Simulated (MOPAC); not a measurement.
A run for MOPAC: PM3 on C2H2O2 (SMILES O=CC=O), a point of a torsion scan.

```
PM3 1SCF PRECISE CHARGE=0 THREADS=1
C2H2O2

O      1.53138725 1    -0.09125698 1    -0.89597696 1
C      0.76208011 1    -0.05956383 1     0.01723259 1
C     -0.75025637 1     0.03917816 1    -0.14016160 1
O     -1.34123760 1    -0.24506129 1    -1.13852794 1
H      1.08995499 1    -0.10263694 1     1.07463340 1
H     -1.26174446 1     0.40767847 1     0.77090721 1
```

Program output:

```
*******************************************************************************
 **                                                                           **
 **                              MOPAC v23.2.5                                **
 **                                                                           **
 *******************************************************************************
 ** MOPAC's Digital Object Identifier: https://doi.org/10.5281/zenodo.6511958 **
 **                                                                           **
 ** Please cite the open-source release paper for use of this MOPAC version:  **
 ** J. E. Moussa and J. J. P. Stewart (2026)                                  **
 ** MOPAC: An open-source semiempirical molecular orbital program             **
 ** J. Open Source Softw., 11(119), 8025, https://doi.org/10.21105/joss.08025 **
 *******************************************************************************

                              PM3 CALCULATION RESULTS

 *******************************************************************************
 *  PM3        - The PM3 Hamiltonian to be used
 *
 *
 *
 *                 CHARGE ON SYSTEM = 0
 *
 *
 *
 *  PRECISE    - TIGHTER CRITERIA TO BE USED
 *  1SCF       - DO 1 SCF AND THEN STOP
 *  THREADS=1  - MULTI-THREADING NOT USED
 *  T=         - A TIME OF 172800.0 SECONDS REQUESTED
 *  DUMP=N     - RESTART FILE WRITTEN EVERY 7200.0 SECONDS REQUESTED
 *******************************************************************************
PM3 1SCF PRECISE CHARGE=0 THREADS=1
 C2H2O2

   ATOM   CHEMICAL          X               Y               Z
  NUMBER   SYMBOL      (ANGSTROMS)     (ANGSTROMS)     (ANGSTROMS)

     1       O          1.53138725  *  -0.09125698  *  -0.89597696  *
     2       C          0.76208011  *  -0.05956383  *   0.01723259  *
     3       C         -0.75025637  *   0.03917816  *  -0.14016160  *
     4       O         -1.34123760  *  -0.24506129  *  -1.13852794  *
     5       H          1.08995499  *  -0.10263694  *   1.07463340  *
     6       H         -1.26174446  *   0.40767847  *   0.77090721  *



          CARTESIAN COORDINATES

    NO.       ATOM           X           Y           Z

     1         O          1.5314     -0.0913     -0.8960
     2         C          0.7621     -0.0596      0.0172
     3         C         -0.7503      0.0392     -0.1402
     4         O         -1.3412     -0.2451     -1.1385
     5         H          1.0900     -0.1026      1.0746
     6         H         -1.2617      0.4077      0.7709

  H: (PM3): J. J. P. STEWART, J. COMP. CHEM. 10, 209 (1989).
  C: (PM3): J. J. P. STEWART, J. COMP. CHEM. 10, 209 (1989).
  O: (PM3): J. J. P. STEWART, J. COMP. CHEM. 10, 209 (1989).

           Empirical Formula: C2 H2 O2  =     6 atoms



      MOLECULAR POINT GROUP   :   C2


      RHF CALCULATION, NO. OF DOUBLY OCCUPIED LEVELS = 11


 -------------------------------------------------------------------------------
 PM3 1SCF PRECISE CHARGE=0 THREADS=1
 C2H2O2



     1SCF WAS SPECIFIED, SO BFGS WAS NOT USED
     SCF FIELD WAS ACHIEVED


                              PM3 CALCULATION
                                                       MOPAC v23.2.5 Linux




          FINAL HEAT OF FORMATION =        -62.10316 KCAL/MOL =    -259.83960 KJ/MOL


          COSMO AREA              =         86.33 SQUARE ANGSTROMS
          COSMO VOLUME            =         68.50 CUBIC ANGSTROMS

          IONIZATION POTENTIAL    =         10.353346 EV
          HOMO LUMO ENERGIES (EV) =        -10.353 -0.419
          NO. OF FILLED LEVELS    =         11
          MOLECULAR WEIGHT        =         58.0366         POINT GROUP:  C2

          MOLECULAR DIMENSIONS (Angstroms)

            Atom       Atom       Distance
            H     5    O     4     3.29075
            H     6    O     1     3.15926
            O     1    O     4     0.35334


          SCF CALCULATIONS        =          1





   ATOM   CHEMICAL          X               Y               Z
  NUMBER   SYMBOL      (ANGSTROMS)     (ANGSTROMS)     (ANGSTROMS)

     1       O          1.53138725  *  -0.09125698  *  -0.89597696  *
     2       C          0.76208011  *  -0.05956383  *   0.01723259  *
     3       C         -0.75025637  *   0.03917816  *  -0.14016160  *
     4       O         -1.34123760  *  -0.24506129  *  -1.13852794  *
     5       H          1.08995499  *  -0.10263694  *   1.07463340  *
     6       H         -1.26174446  *   0.40767847  *   0.77090721  *

                             CARTESIAN COORDINATES

   1    O        1.531387250    -0.091256980    -0.895976960
   2    C        0.762080110    -0.059563830     0.017232590
   3    C       -0.750256370     0.039178160    -0.140161600
   4    O       -1.341237600    -0.245061290    -1.138527940
   5    H        1.089954990    -0.102636940     1.074633400
   6    H       -1.261744460     0.407678470     0.770907210


           Empirical Formula: C2 H2 O2  =     6 atoms



      MOLECULAR POINT GROUP   :   C2


                  EIGENVALUES
 -39.68732 -37.28365 -27.30098 -20.59542 -18.54487 -17.20985 -16.28190 -15.44476
 -14.11637 -12.57661 -10.35335  -0.41890   1.31193   1.65665   2.82746   4.02491
   5.76153   6.70800


              NET ATOMIC CHARGES AND DIPOLE CONTRIBUTIONS

  ATOM NO.   TYPE          CHARGE      No. of ELECS.   s-Pop       p-Pop
    1          O          -0.245285        6.2453     1.85265     4.39264
    2          C           0.198328        3.8017     1.22490     2.57677
    3          C           0.198331        3.8017     1.22490     2.57677
    4          O          -0.245284        6.2453     1.85265     4.39263
    5          H           0.046954        0.9530     0.95305
    6          H           0.046956        0.9530     0.95304
 DIPOLE           X         Y         Z       TOTAL
 POINT-CHG.    -0.252     0.446     2.696     2.744
 HYBRID        -0.046     0.082     0.495     0.504
 SUM           -0.298     0.527     3.191     3.248


          ATOMIC ORBITAL ELECTRON POPULATIONS

     Atom    s        px        py        pz
    1  O   1.85265   1.61520   1.25460   1.52284
    2  C   1.22490   0.90845   0.74869   0.91963
    3  C   1.22490   0.91444   0.76954   0.89279
    4  O   1.85265   1.72630   1.29227   1.37407
    5  H   0.95305
    6  H   0.95304

 **********************
 *                    *
 * JOB ENDED NORMALLY *
 *                    *
 **********************




 == MOPAC DONE ==
```

The run finished.

Cost: roughly 0.03 core-seconds.
